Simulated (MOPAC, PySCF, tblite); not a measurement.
Potential energy curve for MgCl, doublet.

Computed with: PM6, unrestricted, heats of formation (MOPAC); GFN2-xTB, 300 K electronic temperature (tblite); UHF/3-21G = unrestricted Hartree-Fock/3-21G in PySCF 2.14.0; UCCSD(T) = CCSD(T) on UHF/cc-pVTZ, 6 core orbitals frozen in PySCF.

Energies relative to the lowest point of each curve near equilibrium, in eV; the last columns give the difference from UCCSD(T):

| R / Å | PM6 | GFN2-xTB | UHF/3-21G | UCCSD(T) | PM6 − UCCSD(T) | GFN2-xTB − UCCSD(T) | UHF/3-21G − UCCSD(T) |
|---|---|---|---|---|---|---|---|
| 1.78 | 2.050 | 1.365 | 2.835 | 2.083 | -0.033 | -0.718 | 0.753 |
| 1.87 | 1.172 | 0.626 | 1.696 | 1.120 | 0.052 | -0.494 | 0.575 |
| 1.98 | 0.489 | 0.186 | 0.802 | 0.427 | 0.062 | -0.241 | 0.375 |
| 2.10 | 0.109 | 0.015 | 0.264 | 0.079 | 0.030 | -0.064 | 0.185 |
| 2.14 | 0.047 | 0.000 | 0.159 | 0.029 | 0.018 | -0.029 | 0.130 |
| 2.21 | 0.000 | 0.006 | 0.042 | 0.000 | 0.000 | 0.006 | 0.042 |
| 2.26 | 0.007 | 0.029 | 0.003 | 0.016 | -0.009 | 0.014 | -0.012 |
| 2.34 | 0.073 | 0.091 | 0.000 | 0.088 | -0.014 | 0.004 | -0.088 |
| 2.41 | 0.176 | 0.163 | 0.044 | 0.186 | -0.010 | -0.023 | -0.142 |
| 2.58 | 0.537 | 0.386 | 0.273 | 0.509 | 0.028 | -0.123 | -0.235 |
| 2.77 | 1.030 | 0.681 | 0.640 | 0.933 | 0.097 | -0.252 | -0.293 |
| 3.00 | 1.627 | 1.059 | 1.132 | 1.453 | 0.174 | -0.394 | -0.322 |
| 3.32 | 2.326 | 1.569 | 1.786 | 2.111 | 0.215 | -0.542 | -0.325 |

PM6 is furthest from UCCSD(T) at 3.32 (0.215 eV, above); its mean absolute difference over the points is 0.057 eV.

GFN2-xTB is furthest from UCCSD(T) at 1.78 (-0.718 eV, below); its mean absolute difference over the points is 0.223 eV.

UHF/3-21G is furthest from UCCSD(T) at 1.78 (0.753 eV, above); its mean absolute difference over the points is 0.267 eV.

The scan ran from 1.78 to 8.83 Å; beyond the distances shown one of the unrestricted levels run for this scan, shown here or not, changes its spin distribution in one step.
